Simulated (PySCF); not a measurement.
PySCF input file for 1-fluorobuta-1,2-diene (C4H5F), SMILES C(=C=CC)F, B3LYP/pcSseg-1. Geometry optimised at PBE0-D3(BJ)/def2-SVP.

```python
import numpy as np
from pyscf import gto, scf, dft
from pyscf.prop.nmr import rks as nmr

mol = gto.M(
    atom='''
    C    -2.18830761   -0.80556572   -0.23446857
    C    -1.27323089    0.34417426    0.05231867
    C     0.01970580    0.25951473    0.25309742
    C     1.30165266    0.16484956    0.49767027
    F     2.24131628    0.23901596   -0.45205706
    H    -1.64619535   -1.76028098   -0.25343510
    H    -2.68821313   -0.66584212   -1.20681319
    H    -2.98347069   -0.86554490    0.52650179
    H    -1.73485863    1.34198317    0.09198990
    H     1.72197138    0.02070421    1.49856352
    ''',
    basis='pcSseg-1',
    charge=0,
    spin=0,
    max_memory=1600,
    verbose=3,
)
mf = dft.RKS(mol, xc='b3lyp')
mf.grids.level = 3
mf.conv_tol = 1e-10
mf.max_cycle = 100
mf.kernel()
n = nmr.NMR(mf)
n.verbose = 2
n.max_cycle_cphf = 60
sigma = n.kernel()
print('atom   isotropic/ppm   span/ppm')
for i, s in enumerate(sigma):
    w = np.linalg.eigvalsh((s + s.T) / 2)
    print(f'{mol.atom_symbol(i):2s}{i + 1:3d} {w.mean():14.3f} {w[2] - w[0]:11.3f}')
```

Output:

```
converged SCF energy = -255.185331657143
atom   isotropic/ppm   span/ppm
C   1        158.480      30.453
C   2         66.762     176.008
C   3        -31.575      39.841
C   4         43.908     110.795
F   5        341.165     119.243
H   6         29.580       7.573
H   7         29.362       8.684
H   8         29.488       8.949
H   9         25.299       4.403
H  10         24.192       5.585
```

The run converged.

Cost: around 14 core-seconds (rough).
